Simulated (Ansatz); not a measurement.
Mulliken charges of CH5B2NO, SMILES `BBC(=N)O` from ωB97M-V/def2-TZVPP in Ansatz (PBE0-D4/def2-TZVP geometry).

```tsv
atom	x (Å)	y (Å)	z (Å)	charge (e)
B1	-1.411	-0.022	1.344	-0.207
B2	-0.892	0.042	-0.208	0.033
C3	0.626	0.010	-0.619	0.164
N4	1.023	-1.025	-1.225	-0.265
O5	1.366	1.065	-0.204	-0.247
H6	-1.655	0.980	1.956	0.087
H7	-1.600	-1.059	1.915	0.097
H8	-1.688	0.084	-1.104	0.093
H9	2.035	-1.081	-1.349	0.080
H10	2.279	0.955	-0.502	0.166
```

Problem. By hand: the dipole of these point charges (1 e Å = 4.8032 D).

Solution. Σ q r = (-0.158, 0.079, 0.050) e Å, of length 0.184 e Å = 0.88 D.

Problem. How does the dipole of the full density compare? (Best estimate.)

Solution. Ansatz gave: (0.349, 0.211, 0.057) e Å, 1.98 D; the point charges give 0.44 times that, at 118° from its direction.

Point charges leave out the atoms' own dipoles, such as those of lone pairs, and Mulliken's split depends on the basis, so the two needn't agree.
